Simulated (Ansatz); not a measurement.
Input file for Ansatz (a quantum-chemistry and plane-wave program): R-wB97X-V/def2-TZVPP on GeH3NO (SMILES [NH2][Ge][OH]), a point of a torsion scan.

Ansatz 0.2 input:
```yaml
crystal:
  periodic: [false, false, false]
  atoms:
    - {symbol: N, position_ang: [-1.05764194, -0.05605890, 0.17936999]}
    - {symbol: Ge, position_ang: [0.38829506, -1.03020499, 0.73944531]}
    - {symbol: O, position_ang: [1.63722125, -0.28415297, -0.29514349]}
    - {symbol: H, position_ang: [-1.99088507, -0.16319149, 0.54426128]}
    - {symbol: H, position_ang: [-1.05373166, 0.67343393, -0.51859784]}
    - {symbol: H, position_ang: [1.66355659, -0.25377184, -1.24650701]}
basis:
  gaussian:
    orbitals: def2-TZVPP
hamiltonian:
  xc: {name: wB97X-V}
scf: {lower_state_search: off}
```

Give the final energy of this run.

-2208.6444 hartree.
